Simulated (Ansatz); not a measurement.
Pulling on the Mg1–H2 bond in HIMg (SMILES [MgH][I]) (multiplicity 1 held, fragments rigid). Energies count from the point at 1.682 Å.
Geometry at that point (charge 0, multiplicity 1):
```xyz
3

Mg     0.0000     0.0000    -2.0283
H      0.0000     0.0000    -3.7107
I      0.0000     0.0000     0.5292
```

R- and RO- levels are restricted; in cc, def2 and unpolarised 6-31G sets they are followed outwards from rest. Unrestricted levels (U-) break spin symmetry where that is lower. Active spaces are followed from a long bond inwards. Levels need not reach the same state.

Correlated levels freeze the cores. Filled d and f shells under p-block atoms count as core.

Codes used: Ansatz (an electronic-structure program) with Gaussian orbitals. Each number belongs to the level named beside it. In def2 rows elements past Kr take small-core potentials, without spin–orbit coupling.

Energies in eV.

```json
[
 {"R (Å)": "1.346", "U-MP2/def2-SVPD": "0.91", "R-CCSD/def2-SVPD": "0.91", "R-CCSD(T)/def2-SVPD": "0.92", "R-CCSDT/def2-SVPD": "0.92", "R-CCSDT(Q)/def2-SVPD": "0.92", "FIC-MRCISD+Q on CASSCF(2,2)/def2-SVPD": "0.91"},
 {"R (Å)": "1.514", "U-MP2/def2-SVPD": "0.19", "R-CCSD/def2-SVPD": "0.19", "R-CCSD(T)/def2-SVPD": "0.19", "R-CCSDT/def2-SVPD": "0.19", "R-CCSDT(Q)/def2-SVPD": "0.19", "FIC-MRCISD+Q on CASSCF(2,2)/def2-SVPD": "0.19"},
 {"R (Å)": "1.682", "U-MP2/def2-SVPD": "0.00", "R-CCSD/def2-SVPD": "0.00", "R-CCSD(T)/def2-SVPD": "0.00", "R-CCSDT/def2-SVPD": "0.00", "R-CCSDT(Q)/def2-SVPD": "0.00", "FIC-MRCISD+Q on CASSCF(2,2)/def2-SVPD": "0.00"},
 {"R (Å)": "1.851", "U-MP2/def2-SVPD": "0.11", "R-CCSD/def2-SVPD": "0.10", "R-CCSD(T)/def2-SVPD": "0.09", "R-CCSDT/def2-SVPD": "0.09", "R-CCSDT(Q)/def2-SVPD": "0.09", "FIC-MRCISD+Q on CASSCF(2,2)/def2-SVPD": "0.10"},
 {"R (Å)": "2.019", "U-MP2/def2-SVPD": "0.37", "R-CCSD/def2-SVPD": "0.34", "R-CCSD(T)/def2-SVPD": "0.34", "R-CCSDT/def2-SVPD": "0.34", "R-CCSDT(Q)/def2-SVPD": "0.34", "FIC-MRCISD+Q on CASSCF(2,2)/def2-SVPD": "0.34"},
 {"R (Å)": "2.271", "U-MP2/def2-SVPD": "0.90", "R-CCSD/def2-SVPD": "0.83", "R-CCSD(T)/def2-SVPD": "0.82", "R-CCSDT/def2-SVPD": "0.82", "R-CCSDT(Q)/def2-SVPD": "0.82", "FIC-MRCISD+Q on CASSCF(2,2)/def2-SVPD": "0.82"},
 {"R (Å)": "2.524", "U-MP2/def2-SVPD": "1.68", "R-CCSD/def2-SVPD": "1.33", "R-CCSD(T)/def2-SVPD": "1.32", "R-CCSDT/def2-SVPD": "1.32", "R-CCSDT(Q)/def2-SVPD": "1.32", "FIC-MRCISD+Q on CASSCF(2,2)/def2-SVPD": "1.32"},
 {"R (Å)": "2.944", "U-MP2/def2-SVPD": "2.37", "R-CCSD/def2-SVPD": "2.07", "R-CCSD(T)/def2-SVPD": "2.04", "R-CCSDT/def2-SVPD": "2.04", "R-CCSDT(Q)/def2-SVPD": "2.03", "FIC-MRCISD+Q on CASSCF(2,2)/def2-SVPD": "2.04"},
 {"R (Å)": "3.365", "U-MP2/def2-SVPD": "2.63", "R-CCSD/def2-SVPD": "2.59", "R-CCSD(T)/def2-SVPD": "2.52", "R-CCSDT/def2-SVPD": "2.53", "R-CCSDT(Q)/def2-SVPD": "2.52", "FIC-MRCISD+Q on CASSCF(2,2)/def2-SVPD": "2.53"},
 {"R (Å)": "3.870", "U-MP2/def2-SVPD": "2.74", "R-CCSD/def2-SVPD": "2.92", "R-CCSD(T)/def2-SVPD": "2.78", "R-CCSDT/def2-SVPD": "2.83", "R-CCSDT(Q)/def2-SVPD": "2.81", "FIC-MRCISD+Q on CASSCF(2,2)/def2-SVPD": "2.82"},
 {"R (Å)": "4.543", "U-MP2/def2-SVPD": "2.77", "R-CCSD/def2-SVPD": "3.08", "R-CCSD(T)/def2-SVPD": "2.82", "R-CCSDT/def2-SVPD": "2.96", "R-CCSDT(Q)/def2-SVPD": "2.94", "FIC-MRCISD+Q on CASSCF(2,2)/def2-SVPD": "2.95"},
 {"R (Å)": "5.384", "U-MP2/def2-SVPD": "2.78", "R-CCSD/def2-SVPD": "3.13", "R-CCSD(T)/def2-SVPD": "2.77", "R-CCSDT/def2-SVPD": "2.99", "R-CCSDT(Q)/def2-SVPD": "2.96", "FIC-MRCISD+Q on CASSCF(2,2)/def2-SVPD": "2.98"}
]
```

Doubts at one or more of the structures used: a spin-contaminated determinant (U-MP2/def2-SVPD); a restricted determinant that unrestricted orbitals would lower (R-CCSD/def2-SVPD, R-CCSD(T)/def2-SVPD, R-CCSDT/def2-SVPD, R-CCSDT(Q)/def2-SVPD); T1 above 0.05 (R-CCSD/def2-SVPD, R-CCSD(T)/def2-SVPD, R-CCSDT/def2-SVPD, R-CCSDT(Q)/def2-SVPD); other coupled-cluster roots lie near (R-CCSD/def2-SVPD, R-CCSD(T)/def2-SVPD, R-CCSDT/def2-SVPD, R-CCSDT(Q)/def2-SVPD).
